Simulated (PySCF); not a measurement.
## Do core-level shifts follow atomic charges?

Me2SiClSBu, C6H15ClSSi.
Geometry (PBE0-D3(BJ)/def2-SVP, Å), atoms numbered from 1 in this order:
```xyz
24
C6H15ClSSi angstrom
C     -3.1876   -0.3402   -0.6649
C     -2.0688    0.6263   -0.3101
C     -1.3424    0.2932    0.9877
C     -0.7062   -1.0867    1.0546
S      0.3892   -1.5403   -0.3445
Si     1.9898   -0.1268   -0.2008
C      3.4563   -0.9110   -1.0406
C      1.6167    1.5573   -0.9171
Cl     2.4213    0.1640    1.8265
H     -3.7236   -0.0143   -1.5690
H     -3.9266   -0.4202    0.1493
H     -2.7986   -1.3505   -0.8664
H     -1.3357    0.6493   -1.1338
H     -2.4721    1.6496   -0.2277
H     -2.0482    0.3631    1.8354
H     -0.5676    1.0519    1.1883
H     -0.1257   -1.1983    1.9816
H     -1.4685   -1.8800    1.0464
H      3.7110   -1.8693   -0.5659
H      4.3317   -0.2456   -0.9897
H      3.2265   -1.0996   -2.1016
H      0.7732    2.0441   -0.4084
H      1.3652    1.4584   -1.9849
H      2.5005    2.2079   -0.8238
```

Binding energies: delta-SCF UKS SCAN, pcX-2 on the ionised atom, pcseg-1 elsewhere, spin-free X2C (PySCF 2.14.0). Charges: PBE0/pcSseg-1 ground-state density, for the ionised atom.

```csv
atom,environment,C 1s (eV),Mulliken (e),IAO (e),Hirshfeld (e),ESP (e)
C7,Si-methyl carbon,290.30,-0.613,-0.723,-0.214,-0.816
C2,chain CH2 carbon,290.46,-0.267,-0.246,-0.070,+0.288
C1,methyl carbon,290.49,-0.290,-0.409,-0.116,-0.576
C3,chain CH2 carbon,290.56,-0.254,-0.248,-0.070,-0.091
C4,sp3 carbon bound to sulfur,291.06,-0.332,-0.321,-0.066,-0.272
```

Q: Give the correlation coefficient and slope of binding energy on charge for each scheme.

A: Hirshfeld: r = 0.62, slope 2.8 eV per e; IAO: r = 0.47, slope 0.7 eV per e; Mulliken: r = 0.38, slope 0.7 eV per e; ESP: r = 0.22, slope 0.1 eV per e. Hirshfeld charges have the highest r, on only 5 points.

Q: The point-charge model writes a binding energy as kq + V + constant, with V the potential of the other atoms' charges at the site. What does it give with the Hirshfeld charges?

A: V = Σ 14.40 eV Å × q/r over all other atoms: +3.30 eV at C7, +0.27 eV at C2, +1.16 eV at C1, +0.45 eV at C3, +0.53 eV at C4. Fitting binding energy − V to q gives k = 22.4 eV per e and leaves an rms residual of 0.12 eV, against 0.20 eV for the fit on q alone. The model has no term for differences in relaxation between sites.

The structure is a single PBE0-D3(BJ)/def2-SVP conformer in the gas phase; no vibrational or solvent corrections.
